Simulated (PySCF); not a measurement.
# Gas-phase thermal properties of GaBr3

Computed with PySCF (xtb for GFN2) and rigid-rotor harmonic-oscillator thermochemistry at 1 bar. 6-31G* has spherical d functions here. All species are closed-shell singlets. B3LYP is the form with VWN-RPA correlation. Br, Ga: all electrons, no relativistic terms. The harmonic model lacks anharmonicity and excited electronic states, which grow with temperature; levels with a mode under 35 cm⁻¹ are left out. Soft modes under 120 cm⁻¹ make the harmonic entropy rough for GaBr3.

```
level           point group  σ  ZPE (kJ/mol)  S°298 (J/mol/K)  Cp298 (J/mol/K)  S°1000 (J/mol/K)  H1000 − H298 (kJ/mol)
--------------  -----------  -  ------------  ---------------  ---------------  ----------------  ---------------------
B3LYP/6-31G*            D3h  6           7.0            362.1             78.8             460.6                   57.4
GFN2-xTB                D3h  6           6.3            368.2             79.4             467.0                   57.5
HF/6-31G*               D3h  6           7.5            358.1             78.2             456.3                   57.3
PBE/def2-SVP            D3h  6           6.9            362.6             78.8             461.1                   57.4
PBE0/def2-TZVP          D3h  6           7.2            360.4             78.5             458.8                   57.3
```
σ: rotational symmetry number. Electronic degeneracy used: 1. Frequencies are unscaled.
